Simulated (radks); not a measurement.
Neutral selenium inside a hard spherical wall (all orbitals vanish at R), configuration held at [Ar] 3d10 4s2 4p4 and not refilled when levels cross. Method: non-relativistic Kohn-Sham, PBE, spin-polarised, spherical densities, point nucleus; open shells are filled with parallel spins first; computed with a radial shooting solver on a logarithmic mesh with Libxc functionals. Eigenvalues in eV for spin up, with the zero of energy where the potential of the charges vanishes at infinity; a dash marks a level that is unbound or too diffuse for the functional's potential to be trusted. A positive occupied level is held by the wall or, in an anion where self-interaction has pushed it up, behind a barrier. The pressure on the wall is -dE/dV.

R (bohr),E (hartree),kinetic (hartree),e(3p),e(3d),e(4s),e(4p),"e(5s, empty)","e(5p, empty)",pressure (GPa)
free,-2401.18352,2399.730,-151.31,-54.425,-17.342,-7.151,-,-,0
20,-2401.18352,2399.730,-151.31,-54.425,-17.342,-7.151,-,-,< 0.0001
15,-2401.18352,2399.730,-151.31,-54.425,-17.342,-7.151,-0.492,-,< 0.0001
10,-2401.18345,2399.731,-151.31,-54.418,-17.336,-7.145,-0.052,1.689,0.00209
3.5,-2400.51572,2402.801,-141.63,-44.868,-9.903,1.702,38.182,48.996,206
2.5,-2397.47547,2413.174,-124.30,-27.912,9.535,25.062,116.26,132.43,2580
1.5,-2368.39942,2497.731,-57.267,41.683,152.12,178.95,527.82,542.57,90900
